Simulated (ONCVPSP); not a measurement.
An all-electron radial function and its pseudo partner (Mn)

Columns: radius, all-electron u(r) and pseudo u(r) of the 3d shell (level -7.42 eV) of manganese in the configuration [Ne] 3s2 3p6 3d5 4s1.75 4p0.25; LDA (Perdew-Wang 92), scalar-relativistic, ONCV scheme, ONCVPSP 4.0.1.

```tsv
r (bohr)	all-electron	pseudo
0.095	0.0525	0.0124
0.190	0.2232	0.0890
0.285	0.4302	0.2541
0.380	0.6126	0.4796
0.475	0.7471	0.7034
0.570	0.8326	0.8667
0.665	0.8763	0.9443
0.760	0.8882	0.9489
0.855	0.8779	0.9120
0.950	0.8529	0.8637
1.045	0.8188	0.8199
1.140	0.7794	0.7793
1.235	0.7375	0.7374
1.330	0.6947	0.6947
1.425	0.6524	0.6523
1.520	0.6112	0.6112
1.615	0.5717	0.5716
1.710	0.5340	0.5340
1.805	0.4984	0.4984
1.900	0.4649	0.4649
1.995	0.4335	0.4335
2.090	0.4041	0.4040
2.185	0.3766	0.3765
2.280	0.3509	0.3508
2.375	0.3269	0.3269
2.470	0.3046	0.3046
```

Task: How many radial nodes do the two functions have?

Result: The all-electron 3d function has n − l − 1 = 0; the pseudo-wave has 0.

Task: At about which radius was the pseudo-wave matched?

Result: 1.15 bohr, where the columns begin to agree (steps of 0.10 bohr).

Task: Is the pseudo-wave norm-conserving?

Result: Yes: the ONCV scheme keeps the norm inside the radius equal to the all-electron one, which fixes the energy derivative of the logarithmic derivative at the level.
